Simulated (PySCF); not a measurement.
# TDDFT excited states: [C7H4BrO2]-

Species: C7H4BrO2 (charge -1).
Atom-mapped SMILES: `[O:1]=[C:2]([O-:3])[c:4]1[cH:5][cH:6][c:7]([Br:8])[cH:9][cH:10]1` (hydrogens: H11 on C5; H12 on C6; H13 on C9; H14 on C10)

Level of theory: TDDFT B3LYP/def2-SVPD, vertical, gas phase, core orbitals frozen in the response in PySCF 2.14.0, density-fitted response routines. Isolated species at its PBE0-D3(BJ)/def2-SVP geometry, gas phase. The geometry's basis has no diffuse functions, a weakness for an anion. Relativistic effects, spin–orbit coupling among them, are left out although an element past zinc is present. Torsions of this conformer, `[O:1]=[C:2]([O-:3])[c:4]1[cH:5][cH:6][c:7]([Br:8])[cH:9][cH:10]1`: O1–C2–C4–C5 -179°.

Task: List the vertical singlet excitations with oscillator strengths and describe the spectrum.

Result: 

```tsv
state	E (eV)	ν̃ (cm⁻¹)	f	|μ| (D)	main configurations (H = HOMO, L = LUMO)
S1	3.51	28300	0.0000	0.05	H→L+1 (98%)
S2	3.66	29530	0.0000	0.03	H-1→L+1 (98%)
S3	3.80	30610	0.0000	0.04	H→L (99%)
S4	3.87	31190	0.0001	0.06	H→L+2 (100%)
S5	3.95	31850	0.0018	0.34	H-1→L (96%)
S6	3.95	31880	0.0000	0.04	H-1→L+2 (96%)
```

The lowest singlet lies at 3.51 eV (353 nm, ultraviolet) and is dark (f under 0.0005); its leading configuration is HOMO→LUMO+1 (98%). The largest oscillator strength of a single state is 0.0018. S5/S6 lie within about 0.01 eV of each other. Löwdin shares by element: HOMO oxygen 88%, carbon 6% or more; LUMO bromine 72%, carbon 19% or more. Orbital energies (eV): HOMO-3 -3.38, HOMO-2 -2.41, HOMO-1 -2.17, HOMO -1.99, LUMO 2.24, LUMO+1 2.46, LUMO+2 2.68. The oscillator strengths of these states sum to 0.002; summed over the whole spectrum of an exact calculation they would give the number of electrons, 98 (Thomas–Reiche–Kuhn). Of the 6 states listed, none reaches f = 0.01 and 5 stay under 0.0005. No computed singlet lies in the visible range (380 to 750 nm); the lowest, at 353 nm, stands 0.25 eV above its violet end (3.26 eV). No detachment energy is given for this anion; states above it aren't bound, and a finite basis only mimics them. Only the lowest 6 singlets were computed, as vertical energies without vibronic structure.

On an Intel Xeon at 2.50 GHz with one thread, shared host with 64 logical CPUs at a one-minute load of 59, this took 3.5 min of wall time and 1.1 GiB of memory at its peak.
